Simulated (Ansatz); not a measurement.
The same molecule with X = F, Cl, Br. Ansatz, PBE0-D4/def2-TZVP geometries, multiplicity 1. Each molecule was computed in one conformer, which needn't be the lowest.

Scalar relativity is left out up to krypton. Spin–orbit coupling is left out; it splits and shifts lone-pair levels of the heavy atoms by tenths of an eV.

```
 X          molecule  mean X–C bond length / Å  HOMO energy (ωB97M-V/def2-TZVPP) / eV  LUMO energy (PBE/def2-TZVPP) / eV  HOMO energy (PBE/def2-TZVPP) / eV
Cl  `ClC[CH2][GeH3]`                     1.789                                 -10.58                              -0.40                              -6.94
Br  `[GeH3][CH2]CBr`                     1.960                                 -10.05                              -1.18                              -6.57
```

Problem. Give the row for X = F, `FC[CH2][GeH3]`. (An estimate is asked.)

Solution. Computed: 
```csv
X,molecule,mean X–C bond length / Å,HOMO energy (ωB97M-V/def2-TZVPP) / eV,LUMO energy (PBE/def2-TZVPP) / eV,HOMO energy (PBE/def2-TZVPP) / eV
F,`FC[CH2][GeH3]`,1.388,-10.83,0.06,-7.29
```

From F to Br the mean X–C bond length rises at each step, by 0.572 Å in all; the HOMO energy (ωB97M-V/def2-TZVPP) rises at each step, by 0.78 eV in all; the LUMO energy (PBE/def2-TZVPP) falls at each step, by 1.24 eV in all; the HOMO energy (PBE/def2-TZVPP) rises at each step, by 0.72 eV in all. Bonds lengthen as the atom grows down the group.

Positive LUMOs are unbound, so they and the gaps depend on the basis.
